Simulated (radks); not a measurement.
The numbers below are computed, except where a source is named.
Problem. Orbital eigenvalues (eV) of the rhodium ion Rh+, [Kr] 4d8, of relativity; Dirac values are averaged over j with weights 2j + 1. Spin-unpolarised spherical Kohn-Sham, PBEsol, point nucleus unless stated (finite: rms radius 4.4945 fm), a radial shooting solver on a logarithmic mesh with Libxc functionals. A level marked "c x" has the speed of light scaled by that factor and shares open shells by 2j + 1; other Dirac levels either fill j = l - 1/2 first or share by 2j + 1.

| shell | non-rel. |
|---|---|
| 1s | -22367 |
| 2s | -3187.4 |
| 2p | -2956.0 |
| 3s | -572.96 |
| 3p | -481.32 |
| 3d | -312.28 |
| 4s | -84.306 |
| 4p | -56.543 |
| 4d | -13.780 |

Give the values at the level "Dirac, c x 5".

Solution. 
shell  Dirac, c x 5  change of magnitude (%)
1s           -22392                    +0.11
2s          -3193.2                    +0.18
2p          -2957.7                    +0.06
3s          -574.10                    +0.20
3p          -481.66                    +0.07
3d          -312.11                    -0.05
4s          -84.522                    +0.26
4p          -56.604                    +0.11
4d          -13.772                    -0.06
